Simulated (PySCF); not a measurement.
Te(OH)(NH2) (H3NOTe), SMILES N[Te]O. Atoms are numbered in the order given.

```xyz
6

Te     0.0668    -0.0003     0.3300
O     -0.0164     1.5333    -0.9056
H      0.8447     1.6413    -1.3192
N     -0.4346    -1.5194    -0.8352
H      0.2303    -1.7644    -1.5533
H     -1.3770    -1.4927    -1.1956
```

Coordinates come from a PBE0-D3(BJ)/def2-TZVP optimisation. The def2 effective core potentials stand for the cores of Te; spin–orbit coupling is left out. One conformer was computed; it need not be the lowest.

Calculation: PySCF with ωB97X/def2-TZVPD.

Mulliken values depend strongly on the basis, most of all with diffuse functions as here. ESP charges are fitted to the potential on shells at 1.4 to 2.0 van der Waals radii. Atomic charges (e):

```
atom  ESP fit  Mulliken
----  -------  --------
Te1      0.25      0.48
O2      -0.53     -0.66
H3       0.35      0.34
N4      -0.79     -0.64
H5       0.34      0.24
H6       0.37      0.24
```
